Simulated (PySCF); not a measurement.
Worked example: oscillator strength and radiative lifetime

Te(SMe)(SiH3) (CH6SSiTe), SMILES CS[Te][SiH3].

The structure is a stationary point at B3LYP-D3(BJ)/def2-SVP. The structure was generated by enumeration, and PubChem lists no compound with its InChIKey, so it may never have been made. The def2 effective core potentials stand for the cores of Te; spin–orbit coupling is left out. One conformer was computed; it need not be the lowest.

TDA-ωB97X/def2-SVPD (PySCF) puts the first singlet state with f over 0.02 at 5.83 eV (vertical), with the transition dipole (0.515, 0.058, -0.141) in atomic units.

Task: Find the oscillator strength, the wavelength and the radiative lifetime that this transition would have in vacuum if emission retraced absorption.

Result: 
|μ|² = 0.2885 au, so |μ| = 1.37 D. ΔE = 5.83/27.211 = 0.2142 hartree. f = (2/3) ΔE |μ|² = 0.041 (the program prints 0.041).
λ = 1239.84/5.83 = 213 nm; ν = 47022 cm⁻¹.
Einstein's coefficient A = 0.6670 ν² f s⁻¹ (ν in cm⁻¹) = 6.1e7 s⁻¹, so τ = 1/A = 16 ns. This state is S4; the lower singlets have f = 0.001, 0.002, 0.012. The figure is the radiative limit of this one transition; relaxation, internal conversion, crossing to triplets and a medium change what is measured.
